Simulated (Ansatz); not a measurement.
`CC[SiH2]S`. Total charge 0; spin multiplicity 1.

Z-matrix (Å, degrees):
```
C
C 1 1.527
H 1 1.093 2 111.4
H 1 1.093 2 111.5 3 120.0
H 1 1.093 2 111.4 3 -120.0
Si 2 1.871 1 112.8 3 -60.7
H 2 1.095 1 111.0 3 60.7
H 2 1.096 1 110.5 3 178.1
S 6 2.142 2 113.0 1 178.5
H 6 1.489 2 109.5 1 -58.0
H 6 1.486 2 111.0 1 62.3
H 9 1.344 6 94.7 2 64.1
```

Problem. What are the harmonic wavenumbers in cm⁻¹ at PBE0-D4/def2-TZVP (Ansatz, finite differences of forces, unscaled)? (An estimate is asked.)

Solution. Ansatz gave: 72, 125, 172, 206, 272, 467, 514, 591, 687, 760, 796, 855, 940, 983, 991, 1043, 1255, 1259, 1406, 1443, 1493, 1498, 2208, 2227, 2708, 3044, 3048, 3090, 3115, 3119.

Problem. Is this a minimum?

Solution. Yes, all 30 modes are real.

Problem. Give the ideal-gas thermochemistry at 298.15 K and 1 bar (rigid rotor, harmonic oscillator; point group C1, symmetry number 1).

Solution. Zero-point energy 241.6 kJ/mol; H(298) − E = 262.7 kJ/mol; entropy 344.7 J/(mol·K), of which translation 165.3, rotation 110.5, vibration 68.9; G(298) − E = 159.9 kJ/mol. Modes under 100 cm⁻¹ are hindered rotations or soft bends, so the harmonic entropy is rough.

Problem. And at 400, 500, 600, 800 and 1000 K?

Solution. 
```csv
T (K),H − E (kJ/mol),S (J/mol/K),G − E (kJ/mol)
400,275.0,380.0,123.0
500,289.2,411.6,83.4
600,305.2,440.7,40.8
800,341.5,492.8,-52.7
1000,382.2,538.1,-155.9
```

Problem. Rotational constants (cm⁻¹)?

Solution. 0.4775, 0.06008, 0.05601.
